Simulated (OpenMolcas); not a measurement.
**Ni7+, Pd7+, Pt7+: d³ down the group**

```yaml
Program: OpenMolcas
Method: SS-RASPT2, IPEA 0.25 Eh, imaginary shift 0.1 Eh
Basis: ANO-R2
Scalar_Hamiltonian: X2C, finite nucleus
Spin-orbit_coupling: RASSI with atomic mean-field integrals over the reference wave functions, term energies averaged over their components
```

Active space for each ion: 9 electrons in 8 orbitals (RAS1 p, at most 2 holes; RAS2 d); closed shells correlated by CASPT2: Ni7+ 3s; Pd7+ 4s; Pt7+ 5s.

Computed levels in cm-1 above ⁴F_3/2:

```json
{"Level": "⁴F_5/2", "Ni7+": "977", "Pd7+": "2530", "Pt7+": "10500"}
{"Level": "⁴F_7/2", "Ni7+": "2270", "Pd7+": "5390", "Pt7+": "17590"}
{"Level": "⁴P_1/2", "Ni7+": "24290", "Pd7+": "16770", "Pt7+": "22720"}
{"Level": "⁴P_5/2", "Ni7+": "25840", "Pd7+": "20480", "Pt7+": "34270"}
{"Level": "²G_7/2", "Ni7+": "26900", "Pd7+": "20380", "Pt7+": "32660"}
{"Level": "²G_9/2", "Ni7+": "28120", "Pd7+": "21530", "Pt7+": "53320"}
{"Level": "²P_3/2", "Ni7+": "33870", "Pd7+": "32700", "Pt7+": "57040"}
{"Level": "²P_1/2", "Ni7+": "34320", "Pd7+": "26130", "Pt7+": "40920"}
{"Level": "²H_9/2", "Ni7+": "37080", "Pd7+": "29160", "Pt7+": "34410"}
{"Level": "weight of ⁴F in the lowest level (%)", "Ni7+": "100", "Pd7+": "96", "Pt7+": "75"}
```

Mixed levels, with the weight of the term that names them: Ni7+ ²P_3/2 (55 %), Pd7+ ²G_9/2 (57 %), Pd7+ ²P_3/2 (56 %), Pd7+ ²H_9/2 (62 %), Pt7+ ⁴P_1/2 (67 %), Pt7+ ²G_7/2 (74 %), Pt7+ ²G_9/2 (58 %), Pt7+ ²P_3/2 (56 %), Pt7+ ²P_1/2 (67 %), Pt7+ ²H_9/2 (54 %).

Measured, with the error of the calculation in %. Measured levels: Ni7+ from Corliss and Sugar, J. Phys. Chem. Ref. Data 10, 197 (1981).

| Level | Ni7+ |
| --- | --- |
| ⁴F_5/2 | 1012 (-3.5) |
| ⁴F_7/2 | 2184 (+3.8) |
| ⁴P_1/2 | 23261 (+4.4) |
| ⁴P_5/2 | 24669 (+4.7) |

The fine-structure level ⁴F_7/2 changes by a factor of 7.75 from Ni7+ to Pt7+.

Without spin-orbit coupling ⁴P lies 23070, 14080, 13140 cm-1 above ⁴F in that order; the difference to the level ⁴P_1/2, of either sign, comes from spin-orbit coupling, which also lowers the zero.

Term energies are means over components that CASPT2 splits; among the terms shown or strongly mixed into the levels shown the widest spread is 290 cm-1 (3d³ ⁴F, Ni7+). Active for correlation alone: 3p; no level in the range computed is led by a configuration that opens it, so any true level of that kind is missing (holds for Ni7+). Active for correlation alone: 4p; no level in the range computed is led by a configuration that opens it, so any true level of that kind is missing (holds for Pd7+). Active for correlation alone: 5p; no level in the range computed is led by a configuration that opens it, so any true level of that kind is missing (holds for Pt7+). Measured partners are found by configuration, term and J. A level has none where our copy of the source lacks it or the pairing is in doubt (some pairs that miss far off the trend of their configuration count as doubtful), and it then counts in no deviation. Only configurations of the active space appear.
